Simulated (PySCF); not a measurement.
Ir(OH)2 (H2IrO2), SMILES [OH][Ir][OH] (connectivity only; charge and spin as stated), neutral, multiplicity 4. Atoms are numbered in the order given.

```xyz
5

Ir     0.0000     0.0000    -0.0324
O      1.8895    -0.0585     0.0567
H      2.3520     0.3757     0.7945
O     -1.8895     0.0585     0.0567
H     -2.3520    -0.3757     0.7945
```
Charge 0, spin multiplicity 4.

Geometry optimised at PBE-D3(BJ)/def2-TZVP. The spin state was assumed, not searched. The def2 effective core potentials stand for the cores of Ir; spin–orbit coupling is left out. The values are those of a single conformer.

Level of theory: PySCF with ωB97X/def2-TZVPD.

Mulliken values depend strongly on the basis, most of all with diffuse functions as here. ESP charges are fitted to the potential on shells at 1.4 to 2.0 van der Waals radii. Atomic charges (e):

| atom | Mulliken | ESP fit | Mulliken spin |
|---|---|---|---|
| Ir1 | 0.65 | (withheld) | 2.61 |
| O2 | -0.63 | (withheld) | 0.18 |
| H3 | 0.30 | (withheld) | 0.01 |
| O4 | -0.63 | (withheld) | 0.18 |
| H5 | 0.30 | (withheld) | 0.01 |

Fill in the missing entries. (The exact figures need the calculation; the answer reports its results.)


- Ir1, ESP fit: 0.45
- O2, ESP fit: -0.58
- H3, ESP fit: 0.36
- O4, ESP fit: -0.58
- H5, ESP fit: 0.36
